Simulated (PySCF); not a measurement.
H₃Sb, SMILES [SbH3] (connectivity only; charge and spin as stated), charge +1, multiplicity 2. Atoms are numbered in the order given.

```xyz
4

Sb     0.0000     0.0000     0.0307
H      1.3874    -0.8010    -0.5212
H     -1.3874    -0.8010    -0.5212
H      0.0000     1.6020    -0.5212
```
Charge +1, spin multiplicity 2.

Geometry optimised at PBE-D3(BJ)/def2-TZVPD. The multiplicity is an assumed one; other spin states were not compared. The def2 effective core potentials stand for the cores of Sb; spin–orbit coupling is left out.

All values below come from PBE-D3(BJ)/def2-TZVPD in PySCF.

Frequencies are harmonic and unscaled.

Modes within 1.5 cm⁻¹ of each other (mostly degenerate sets) share a row, with their intensities summed.

Computed harmonic wavenumbers and intensities:
```csv
mode,ν (cm⁻¹),IR (km/mol),moving atoms (share of kinetic energy)
1,640,3.4,H 98 %
2–3,720,25.6,H 99 %
4,1939,1.6,H 100 %
5–6,2009,3.9,H 99 %
```
